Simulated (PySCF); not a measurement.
methyl(silyloxy)silane (CH8OSi2), SMILES [SiH3]O[SiH2]C.

Geometry: PBE0-D3(BJ)/def2-SVP. The values are those of a single conformer.

All values below come from PySCF with PBE/def2-TZVP.

Gas-phase values at a fixed geometry.

Computed frontier levels, gap, dipole moment and polarisability:
```
Quantity                                                                                                       Result
---------------------------------------------------------------------------------------------  ----------------------
highest occupied level                                                                                       -7.08 eV
lowest empty level                                                                                           -0.82 eV
orbital gap                                                                                                   6.26 eV
dipole moment                                                                                                  0.73 D
quadrupole, principal values (traceless, Buckingham form, about the centre of nuclear charge)  -1.97, -1.44, 3.42 D·Å
mean static polarisability                                                                      69.5 bohr³ (10.29 Å³)
polarisability, principal values                                                               63.3, 66.0, 79.2 bohr³
```
